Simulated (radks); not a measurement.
Effect of the nuclear size on the terbium ion Tb33+, [Ar] 3d10 4s2 4p2. Calculated with a radial shooting solver on a logarithmic mesh with Libxc functionals: Dirac Kohn-Sham, PBE, spin-unpolarised, spherical densities, finite nucleus; open shells fill j = l - 1/2 first; Fermi nuclear charge, rms radius 5.06 fm. The rms radius is varied about that value; shifts are against it.

rms radius (fm)  total energy shift (eV)  density at nucleus (e/bohr^3)  1s1/2 shift (meV)  2s1/2 shift (meV)  3s1/2 shift (meV)  3p1/2 shift (meV)  4s1/2 shift (meV)  4p1/2 shift (meV)  5s1/2 (empty) shift (meV)
4.1492                             -7.44                      7.252e+05              -3060               -398              -86.6               1.99              -26.9              0.771                      -11.8
4.5591                             -4.23                      7.074e+05              -1740               -226              -49.2               1.13              -15.3              0.438                      -6.68
5.06                                   0                      6.883e+05              0.000              0.000              0.000              0.000              0.000              0.000                      0.000
5.3383                              2.49                      6.786e+05               1020                133               29.0             -0.662               8.99             -0.257                       3.93
6.1631                              10.4                      6.534e+05               4280                557                121              -2.77               37.7              -1.08                       16.5

Slopes of the eigenvalues against <r^2> in GHz/fm^2, as finite differences over the two radii next to the reference (eigenvalue slopes, not the field-shift constants of lines): 1s1/2 86500, 2s1/2 11300, 3s1/2 2450, 3p1/2 -56.1, 4s1/2 761, 4p1/2 -21.8, 5s1/2 (empty) 333.
